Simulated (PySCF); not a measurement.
Au: ionisation energy

Au [Xe] 4f14 5d10 6s1 (2S) → Au+ [Xe] 4f14 5d10 (1S), as a difference of total energies. Computed with PySCF 2.14 in ANO-RCC-VTZP (8s7p5d3f1g, 84 functions), with scalar relativity by spin-free X2C-1e. Correlated levels: valence and next inner shell: [Kr] 4d10 4f14 frozen. The calculations carry no spin-orbit coupling.

```tsv
method	ionisation energy (eV)	error (eV)
UHF	7.680	-1.546
MP2 (valence and next inner shell)	9.319	+0.093
SCS-MP2 (valence and next inner shell)	9.071	-0.155
CCSD (valence and next inner shell)	8.987	-0.239
CCSD(T) (valence and next inner shell)	9.113	-0.113
```

Reference: 9.226 eV (measured; NIST Atomic Spectra Database, ionization energies).

Errors of the correlated levels include the incompleteness of this basis and the frozen core.
